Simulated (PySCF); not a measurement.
1-bromo-1,2,2-trichloroethene (C2BrCl3), SMILES ClC(Cl)=C(Cl)Br.

Geometry optimised at B3LYP-D3(BJ)/def2-SVP.

Computed with TDDFT-CAM-B3LYP/def2-SVPD (PySCF).

Vertical excitations. Gas-phase values at a fixed geometry. State labels are in the subgroup Cs.

Task: Give excitation energies, oscillator strengths and character. (The exact figures need the calculation; the answer reports its results.)

Result: 
| state | symmetry | energy (eV) | λ (nm) | f | main pairs |
|---|---|---|---|---|---|
| S1 | A" | 4.95 | 251 | 0.000 | HOMO→LUMO+1 89 % |
| S2 | A" | 5.68 | 218 | 0.000 | HOMO→LUMO+2 86 % |
| S3 | A' | 5.86 | 212 | 0.389 | HOMO→LUMO 98 % |
| S4 | A" | 6.00 | 207 | 0.000 | HOMO→LUMO+3 88 % |
| S5 | A' | 6.08 | 204 | 0.007 | HOMO−1→LUMO+1 84 % |
| S6 | A" | 6.30 | 197 | 0.000 | HOMO−1→LUMO 99 % |
| S7 | A" | 6.79 | 183 | 0.001 | HOMO−2→LUMO+1 82 % |
| S8 | A' | 7.13 | 174 | 0.018 | HOMO−1→LUMO+2 56 %, HOMO−2→LUMO 23 % |
| S9 | A" | 7.14 | 174 | 0.057 | HOMO→LUMO+4 86 % |
| S10 | A' | 7.25 | 171 | 0.043 | HOMO−2→LUMO 64 %, HOMO−1→LUMO+2 15 % |
| T1 | A' | 3.50 | 354 | 0 | HOMO→LUMO 93 % |
| T2 | A" | 4.49 | 276 | 0 | HOMO→LUMO+1 87 % |
| T3 | A" | 5.20 | 238 | 0 | HOMO→LUMO+2 82 % |
| T4 | A' | 5.37 | 231 | 0 | HOMO−1→LUMO+1 76 %, HOMO−3→LUMO+1 13 % |
Triplets are in the Tamm–Dancoff approximation, which puts them higher than full response would, so one can lie above its singlet here.
